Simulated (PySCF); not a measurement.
Work out the structure from these simulated measurements.

Formula: C2H3Cl4FSi.

- Rotational structure: rotational constants A, B, C: 1.132, 0.498, 0.473 GHz [GFN2-xTB]
- NMR, other nuclei: isotropic shieldings of nuclei other than C and H, by class: 413 (1 F), 335 (1 Si), 836 (3 Cl), 840 (1 Cl) ppm [GIAO PBE0/pcSseg-1]
- 1H NMR: chemical shifts (computed TMS as zero) by class: 4.76 (1 H), 4.00 (1 H), 3.71 (1 H) ppm [GIAO PBE0/pcSseg-1]
- Polarisability: 101.8 au [CAM-B3LYP/def2-SVPD]
- UV, first state: lowest singlet excitation: 7.17 eV (173 nm, f = 0.003) [TDDFT CAM-B3LYP/def2-SVPD]
- Dipole: 1.85 D [CAM-B3LYP/def2-SVPD]
- 13C NMR: chemical shifts (computed TMS as zero) by class: 99.6 (1 C), 51.7 (1 C) ppm [GIAO PBE0/pcSseg-1]
- Triplet: lowest triplet excitation (Tamm–Dancoff): 6.49 eV [TDA CAM-B3LYP/def2-SVPD]
- UV, strongest line: among the 8 lowest singlet transitions: S3 at 7.73 eV (160 nm, f = 0.109) [TDDFT CAM-B3LYP/def2-SVPD]

Gas-phase values; electronic properties from PySCF, density fitting. Levels stand in brackets. Geometry: GFN2-xTB, one conformer, isolated molecule. Each NMR value is the plain mean over a class of atoms that symmetry, rotation or inversion makes alike.

Question: Give a SMILES that accounts for the data.

Answer: Numbering: `[F:1][C@@H:2]([CH2:3][Cl:4])[Si:5]([Cl:6])([Cl:7])[Cl:8]`. Its formula, C2H3Cl4FSi, gives 0 degrees of unsaturation, so no ring and no π bond. 2 carbons fall into 2 classes; from least to most shielded: sp3 C–F carbon [C2] (99.6 ppm), sp3 C–Cl carbon [C3] (51.7 ppm). Hydrogen classes from least to most shielded: 1 H on an sp3 C–F carbon, C2 (4.76 ppm), 1 H on an sp3 C–Cl carbon, C3 (4.00 ppm), 1 H on an sp3 C–Cl carbon, C3 (3.71 ppm). The other shieldings belong to: 413 ppm, alkyl fluorine [F1]; 335 ppm, chlorine-bound silicon [Si5]; 836 ppm, silicon-bound chlorine [Cl6/Cl7/Cl8]; 840 ppm, alkyl chlorine [Cl4]. The optimised geometry has point group C1 and is an asymmetric top. Structure: `F[C@@H](CCl)[Si](Cl)(Cl)Cl`. The assignments are read from this structure; whether some other isomer fits the data as well wasn't checked. The mirror image fits equally.

Conformer computed: `[F:1][C@@H:2]([CH2:3][Cl:4])[Si:5]([Cl:6])([Cl:7])[Cl:8]`: F1–C2–C3–Cl4 -71°, F1–C2–Si5–Cl6 175°.
